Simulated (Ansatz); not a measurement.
H4Sn (SMILES [SnH4]), charge 0, multiplicity 1, relaxed at each level with Ansatz (a quantum-chemistry and plane-wave program); harmonic frequencies from differences of analytic forces, average atomic masses, frozen cores. Elements past Kr take the def2 small-core potentials, without spin–orbit coupling.

```tsv
level	Sn1–H2 (Å)	Sn1–H3 (Å)	Sn1–H4 (Å)	Sn1–H5 (Å)	H2–Sn1–H3 (°)	H2–Sn1–H4 (°)	H2–Sn1–H5 (°)	dipole (D)
HF/def2-TZVPP	1.7061	1.7061	1.7061	1.7061	109.5	109.5	109.5	0.00
PBE/def2-TZVPP	1.7159	1.7159	1.7159	1.7159	109.5	109.5	109.5	0.00
r2SCAN/def2-TZVPP	1.7017	1.7017	1.7017	1.7017	109.5	109.5	109.5	0.00
B3LYP/def2-TZVPP	1.7083	1.7083	1.7083	1.7083	109.5	109.5	109.5	0.00
PBE0/def2-TZVPP	1.7038	1.7038	1.7038	1.7038	109.5	109.5	109.5	0.00
wB97X-V/def2-TZVPP	1.6989	1.6989	1.6989	1.6989	109.5	109.5	109.5	0.00
MP2/def2-TZVPP	1.7092	1.7092	1.7092	1.7092	109.5	109.5	109.5	0.00
CCSD(T)/def2-SVP	1.7205	1.7205	1.7205	1.7205	109.5	109.5	109.5	0.00
CCSD(T)/def2-TZVPP	1.7186	1.7186	1.7186	1.7186	109.5	109.5	109.5	0.00
```
